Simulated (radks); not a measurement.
Problem. These are the eigenvalues of the occupied orbitals of an atom or ion with whole-number occupations (Ry). Method: scalar-relativistic Kohn-Sham, PBE, spin-polarised, spherical densities, finite nucleus; Fermi nuclear charge, rms radius of each element as measured or else 0.836 A^(1/3) + 0.57 fm; computed with a radial shooting solver on a logarithmic mesh with Libxc functionals.

1s up: -6262.621

Which element is it, and in what charge state? The configuration may be excited. Open shells, if any, are filled with parallel spins first.

Solution. Z = 76, osmium, charge +75: Os75+ in 1s1. The 1s level, -3131.3 hartree, gives Z - s = 79.1 by -(Z - s)^2/2, which with screening and relativity narrows Z to a few neighbours, and with so few levels the electron count can be read from the list.
